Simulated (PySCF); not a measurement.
H3Sn, SMILES [SnH3-], charge -1.

Coordinates come from a B3LYP-D3(BJ)/def2-TZVPD optimisation. The def2 effective core potentials stand for the cores of Sn; spin–orbit coupling is left out.

Level of theory: M06-2X/def2-TZVPD in PySCF.

Gas-phase values at a fixed geometry.

```yaml
total_energy: -216.02076 hartree
point_group: C3v
highest_occupied_level: -1.28 eV
lowest_empty_level: 4.49 eV
orbital_gap: 5.77 eV
dipole_moment_about_the_centre_of_nuclear_charge: 1.44 D
mean_static_polarisability: 88.8 bohr³ (13.17 Å³)
polarisability_principal_values: 83.4, 83.4, 99.7 bohr³
```
